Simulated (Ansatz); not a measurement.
Steps of a relaxation of CH$_{3}$F$_{2}$Ge (`[CH3][Ge]([F])[F]`) radical with UKS PBE0-D4/def2-TZVP.

```sh
$ ansatz run in.yaml --threads 2 --pin off --events-out ev --progress --plain --max-ram 32768MiB --backend cpu
```

```yaml
crystal:
  periodic: [false, false, false]
  atoms:
    - {symbol: C, position_ang: [-0.296704, 0.806725, -0.206996]}
    - {symbol: Ge, position_ang: [-0.113995, -0.982642, 0.650504]}
    - {symbol: F, position_ang: [1.539969, -1.070228, 1.266279]}
    - {symbol: F, position_ang: [-0.118375, -2.163969, -0.663723]}
    - {symbol: H, position_ang: [-1.282493, 0.876150, -0.702747]}
    - {symbol: H, position_ang: [-0.189256, 1.593799, 0.561965]}
    - {symbol: H, position_ang: [0.521954, 0.872065, -0.951082]}
basis:
  gaussian: {orbitals: def2-TZVP}
magnetization: {spin_polarized: true, initial_magnetization: 1}
hamiltonian: {xc: pbe0, dispersion: d4}
relax: {f_tol: 0.005, max_steps: 150}
```

Positions (Å) and forces (eV/Å) along the path, 5 of 5 steps:

```xyz
7
step=1 energy=-63028.6076 eV
C    -0.297    0.807   -0.207   -0.030    0.162   -0.063
Ge   -0.114   -0.983    0.651    0.604   -0.116   -0.456
F     1.540   -1.070    1.266   -0.629    0.017   -0.233
F    -0.118   -2.164   -0.664    0.008    0.439    0.510
H    -1.282    0.876   -0.703    0.498   -0.042    0.251
H    -0.189    1.594    0.562   -0.053   -0.403   -0.382
H     0.522    0.872   -0.951   -0.398   -0.056    0.373
7
step=2 energy=-63028.6395 eV
C    -0.296    0.805   -0.206    0.011   -0.028    0.007
Ge   -0.109   -0.970    0.639    0.277   -0.129   -0.166
F     1.529   -1.068    1.258   -0.313    0.021   -0.129
F    -0.116   -2.153   -0.655    0.009    0.234    0.247
H    -1.271    0.871   -0.696    0.142   -0.005    0.065
H    -0.190    1.581    0.555   -0.013   -0.106   -0.114
H     0.515    0.865   -0.941   -0.113    0.012    0.091
7
step=3 energy=-63028.6451 eV
C    -0.293    0.796   -0.204   -0.024   -0.015    0.029
Ge   -0.113   -0.969    0.642    0.031    0.040   -0.049
F     1.517   -1.058    1.245    0.019   -0.019    0.032
F    -0.114   -2.133   -0.651   -0.012   -0.040   -0.004
H    -1.262    0.864   -0.693   -0.027    0.016   -0.015
H    -0.187    1.571    0.552   -0.003    0.032    0.013
H     0.513    0.861   -0.937    0.016   -0.013   -0.006
7
step=4 energy=-63028.6456 eV
C    -0.295    0.799   -0.205    0.013   -0.022    0.001
Ge   -0.106   -0.967    0.635   -0.033    0.001    0.028
F     1.518   -1.067    1.251    0.014    0.005   -0.003
F    -0.114   -2.144   -0.647    0.004   -0.001   -0.014
H    -1.264    0.869   -0.693   -0.007   -0.001   -0.004
H    -0.190    1.575    0.552    0.002    0.005    0.007
H     0.511    0.866   -0.938    0.007    0.014   -0.014
7
step=5 energy=-63028.6457 eV
C    -0.294    0.798   -0.204   -0.001    0.002    0.000
Ge   -0.108   -0.967    0.637    0.001   -0.001    0.000
F     1.519   -1.066    1.250   -0.001    0.000    0.000
F    -0.114   -2.142   -0.648   -0.001    0.000    0.000
H    -1.264    0.868   -0.694    0.000    0.000    0.001
H    -0.189    1.574    0.552   -0.001   -0.001    0.000
H     0.512    0.867   -0.938    0.001   -0.001   -0.001
```

It took 33 s on 2 threads of an AMD EPYC 7R13 on a shared host, with 0.52 GiB of host memory at the peak.
